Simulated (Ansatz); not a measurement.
# Match the barriers

Saddle point of BHClF3, closed shell (BF₃ ([F][B]([F])[F]) + HCl → BClF₂ ([F][B]([F])[Cl]) + HF; bonds formed: B1–Cl6, F2–H5; bonds broken: B1–F2, H5–Cl6), PBE0-D4/def2-TZVP structure:

```
6
angstrom
B -0.3753 0.0102 -0.3444
F 0.7679 -0.9817 -0.0633
F -0.1841 0.6191 -1.4984
F -1.5405 -0.5351 -0.0544
H 1.0116 -0.2299 0.7665
Cl 0.3204 1.1174 1.1941
```

Program: Ansatz 0.2.0. Basis: def2-TZVPP, with def2-QZVPP for the basis limit. Cores are frozen in the correlated methods. Extrapolation: Hartree–Fock as exp(−7.88 √X), correlation as X^−2.97. Four methods, as single points on the PBE0-D4 structures, gave these electronic barriers from the start structure: 61.0, 109.6, 135.9, 202.1 kJ/mol.

(1) The methods were, in alphabetical order, CCSD(T), HF, r2SCAN-D4, SPW92. Which gave which? (A judgement: the text doesn't fix the answer.)

T1 diagnostic: at most 0.012.

## Answers

(1) Computed: SPW92 61.0; r2SCAN-D4 109.6; CCSD(T) 135.9; HF 202.1 kJ/mol. For comparison, CCSD(T) at an estimated basis limit (MP2 extrapolated from triple and quadruple zeta, plus CCSD(T) − MP2 in triple zeta) gives 134.2 kJ/mol.

Labels in which every atom is bracketed show which atoms are joined, not bond orders.

For scale, one of the runs: CCSD(T)/def2-TZVPP, 180 basis functions, launched by `ansatz run in.yaml --threads 4 --pin off --events-out ev --progress --plain --max-ram 9574MiB`. The run took 13 s on 4 CPU threads of an Arm Neoverse V2 (shared host), with 1.3 GiB of host memory at its peak.
